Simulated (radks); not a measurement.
The tantalum ion Ta6+ is in [Xe] 4f13. Calculated with a radial shooting solver on a logarithmic mesh with Libxc functionals: scalar-relativistic Kohn-Sham, PBE, spin-polarised, spherical densities, finite nucleus; Fermi nuclear charge, rms radius of each element as measured or else 0.836 A^(1/3) + 0.57 fm. Open shells are filled with parallel spins first. One electron is removed from 4d, 5s, 4f, 5p in turn, with full relaxation. Which removal costs least, and what does each cost?

Answer. 4f 121.65 eV; 5p 123.05 eV; 5s 160.12 eV; 4d 321.09 eV. The 4f electron leaves first.
